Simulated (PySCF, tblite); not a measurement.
C3H13NSSi2.
Cartesian coordinates in Å at the GFN2-xTB level; atoms count from 1:
```xyz
20
C3H13NSSi2 angstrom
C      0.9858    0.3162   -1.9611
N      1.0363    0.1869   -0.5249
C     -0.1614    0.6408    0.1547
C     -1.3518   -0.3041    0.0137
Si    -2.8601    0.2732    1.0147
Si     2.0788   -0.9873    0.1614
S      2.2668   -0.5884    2.2643
H      0.6841    1.3317   -2.2273
H      0.2821   -0.3861   -2.4197
H      1.9718    0.1223   -2.3763
H     -0.4234    1.6298   -0.2382
H      0.0825    0.7531    1.2136
H     -1.6168   -0.4006   -1.0409
H     -1.0429   -1.2961    0.3510
H     -3.2684    1.5997    0.5441
H     -2.5075    0.3398    2.4324
H     -3.9546   -0.6765    0.8074
H      3.3811   -0.7923   -0.4648
H      1.6685   -2.3916    0.1483
H      2.7438    0.6403    2.1447
```

Theory: PBE0/pcSseg-1 in PySCF (dipole) on a GFN2-xTB geometry, gas phase.

Masses are those of the commonest isotopes; rigid-rotor values at the optimised geometry. The values belong to one conformer with, in the numbering `[CH3:1][N:2]([CH2:3][CH2:4][SiH3:5])[SiH2:6][SH:7]`, C1–N2–C3–C4 74°, N2–C3–C4–Si5 176°, C1–N2–Si6–S7 166°, N2–Si6–S7–H -59°.

Question: What are A, B and C (MHz)?

Answer: Ia = 275.26, Ib = 662.72, Ic = 866.41 u·Å²; 505379 MHz·u·Å²/I gives A = 1836, B = 762.6, C = 583.3 MHz.

Question: What kind of rotor is it?

Answer: An asymmetric top: κ = (2 × 762.6 − 1836 − 583.3)/(1836 − 583.3) = -0.71.

Question: Is it planar, by Δ = Ic − Ia − Ib?

Answer: Not planar: Δ = Ic − Ia − Ib = -71.57 u·Å². For a rigid frame Δ = −2 Σ m c², so Σ m c² = 35.78 u·Å² lies off the ab plane: 16.31 from hydrogen and 19.47 from heavier atoms. The atom farthest from that plane is 1.97 Å away.

Question: Give the other two planar moments, Paa and Pbb, and the rms extents of the mass along the axes.

Answer: Paa = Σ m a² = (Ib + Ic − Ia)/2 = 626.94 and Pbb = Σ m b² = (Ia + Ic − Ib)/2 = 239.47 u·Å². With the mass M = 151.03 u, the rms extents √(P/M) along a, b and c are 2.04, 1.26, 0.49 Å.

Question: Which lines would a microwave search look for?

Answer: The dipole components are |μa| = 0.59 D, |μb| = 2.24 D, |μc| = 0.44 D. The squared components, which scale the intensities, stand as 0.07 : 1.00 : 0.04 (a : b : c). Some lines, for components of 0.1 D or more:

```
type  branch         J(Ka,Kc)   MHz  lower level (cm⁻¹)
   a       Q  2(1,1) ← 2(1,2)   538               0.165
   c       Q  2(1,2) ← 2(0,2)   915               0.134
   c       Q  1(1,1) ← 1(0,1)  1073               0.045
   b       Q  1(1,0) ← 1(0,1)  1253               0.045
   a       R  1(0,1) ← 0(0,0)  1346               0.000
   b       Q  2(1,1) ← 2(0,2)  1453               0.134
   b       R  2(0,2) ← 1(1,1)  1598               0.081
   b       R  1(1,1) ← 0(0,0)  2419               0.000
   a       R  2(1,2) ← 1(1,1)  2512               0.081
   c       R  1(1,0) ← 0(0,0)  2599               0.000
   a       R  2(0,2) ← 1(0,1)  2671               0.045
   a       R  2(1,1) ← 1(1,0)  2871               0.087
   c       Q  2(2,1) ← 2(1,1)  3220               0.182
   b       Q  2(2,0) ← 2(1,1)  3241               0.182
   b       Q  2(2,1) ← 2(1,2)  3758               0.165
   c       R  2(1,1) ← 1(0,1)  4124               0.045
   b       R  2(2,1) ← 1(1,0)  6091               0.087
   c       R  2(2,0) ← 1(1,0)  6112               0.087
   c       R  2(2,1) ← 1(1,1)  6271               0.081
   b       R  2(2,0) ← 1(1,1)  6291               0.081
```

Question: Estimate the classical rotational partition function at 25 K, 298.15 K and 500 K.

Answer: Point group C1, symmetry number σ = 1; q = (√π/σ)·√((kT/h)³/(ABC)), k/h = 20836.6 MHz/K: 23300 at 25 K, 960000 at 298.15 K, 2090000 at 500 K.

Its GFN2-xTB frequencies are all real (lowest 40 cm⁻¹). Zero-point vibration and centrifugal distortion are left out. A rigid rotor knows nothing of internal rotation, which can split or shift real lines. Quadrupole hyperfine structure (14N) is left out.

Hardware: one thread of an Intel Xeon at 2.50 GHz (shared host). Cost: 2.1 min (with the writing of density and orbital grids), 0.92 GiB resident at most. This is the PBE0/pcSseg-1 job that gave the dipole, with the shieldings it also computed.
